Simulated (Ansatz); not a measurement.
Ideal-gas functions of F3HSSi (`F[Si](F)(F)S`) at 500 K and 1 bar, from an Ansatz frequency run at PBE0-D4/def2-TZVP.

Molar mass 118.16 g/mol, point group Cs (symmetry number 1), electronic degeneracy 1, moments of inertia 124.234, 211.755, 215.856 u Å². Harmonic wavenumbers (cm⁻¹, unscaled): 123, 199, 228, 325, 330, 340, 561, 758, 873, 983, 1005, 2703.

Use S(trans) = R[1.5 ln M + 2.5 ln T − 1.1517]; rotational temperatures θ = 24.2544 K / I; S(rot) = R[ln(√π/σ · √(T³/θAθBθC)) + 1.5]; for each mode x = 1.438777 ν̃/T, S = R[x/(eˣ − 1) − ln(1 − e⁻ˣ)] and H = RT x/(eˣ − 1); 1 cm⁻¹ = 0.0119627 kJ/mol; R = 8.31446 J/(mol·K).

By hand: the entropy, in J/(mol·K).

Translation 179.1. Rotation: θ = 0.1952, 0.1145, 0.1124 K, giving 119.6. Vibration, mode by mode: 16.99, 13.06, 11.97, 9.17, 9.05, 8.82, 5.18, 3.30, 2.55, 1.98, 1.89, 0.03, in all 84.0. Electronic 0.0. Sum 382.7 J/(mol·K).

By hand: H − E and G − E in kJ/mol, counted from the electronic energy.

Zero-point energy ½ × 8428 × 0.0119627 = 50.4; thermal vibration 22.1; translation, rotation and pV give 4 RT = 16.6. H − E = 89.1 kJ/mol, and G − E = 89.1 − 500 × 382.7/1000 = -102.2 kJ/mol.

Vibration gives 22 % of the entropy, 17.0 J/(mol·K) of it from the mode under 150 cm⁻¹: soft modes count most, and the harmonic formula is weakest for them. The sum counts one conformer and one mirror image; others add a mixing term.
